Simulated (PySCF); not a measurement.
A run for PySCF: R-B3LYP/3-21G on C3H9B (SMILES CB(C)C), a point of a torsion scan.

```python
from pyscf import gto, scf, dft, mp
from pyscf.data.elements import chemcore

mol = gto.M(
    atom='''
    C    -0.29557957    1.54491847    0.22883353
    B     0.18537648    0.04467568    0.31344322
    C     0.67258776   -0.55248476    1.68998417
    C     0.18102133   -0.85871484   -0.98005928
    H     0.32487966    2.10161675   -0.47318193
    H    -0.27626095    2.07667697    1.17706768
    H    -1.30950102    1.60563260   -0.16517475
    H     1.41286426    0.09032248    2.16421000
    H     1.09291751   -1.55294633    1.62110962
    H    -0.16486442   -0.59908785    2.38648705
    H     1.20295168   -1.13046818   -1.24497856
    H    -0.33591697   -1.80090006   -0.80288578
    H    -0.26779327   -0.39071842   -1.85288976
    ''',
    basis='3-21g',
    charge=0, spin=0, verbose=3, max_memory=1800)
mf = dft.RKS(mol, xc='b3lyp')
mf.conv_tol = 1e-8
mf.max_cycle = 100
mf.kernel()
if not mf.converged:
    mf = mf.newton().run(mf.mo_coeff, mf.mo_occ)
```

The log:

```
converged SCF energy = -143.828026269058
```

The run converged.

Cost: around 4 core-seconds (rough).
